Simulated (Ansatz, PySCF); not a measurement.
Potential energy curve for MgO, singlet.

- UKS-PBE = Ansatz (a program for electronic structure) with unrestricted PBE/cc-pVDZ
- RKS-PBE = restricted PBE/cc-pVDZ (Ansatz)
- UKS-B3LYP/6-31G* = unrestricted B3LYP/6-31G*, spherical d (PySCF)
- RKS-B3LYP/6-31G* = PySCF with restricted B3LYP/6-31G*, spherical d

Scanned distances (Å): 1.39, 1.48, 1.58, 1.65, 1.68, 1.73, 1.76, 1.85, 1.90.

Where does the unrestricted solution first break spin symmetry (<S²> of 0.01 or more)?

UKS-PBE: already at 1.39 Å; UKS-B3LYP/6-31G*: already at 1.39 Å.

```csv
R / Å,<S²> UKS-PBE,E(RKS-PBE) − E(UKS-PBE) / mEh,<S²> UKS-B3LYP/6-31G*,E(RKS-B3LYP/6-31G*) − E(UKS-B3LYP/6-31G*) / mEh
1.39,0.11,0.2,0.36,2.8
1.48,0.09,0.1,0.36,2.6
1.58,0.09,0.1,0.39,3.1
1.65,0.11,0.2,0.42,3.7
1.68,0.12,0.2,0.44,4.0
1.73,0.19,0.5,0.52,4.8
1.76,0.24,0.9,0.61,5.6
1.85,0.39,2.4,0.87,10.3
1.90,0.50,3.6,1.00,14.1
```
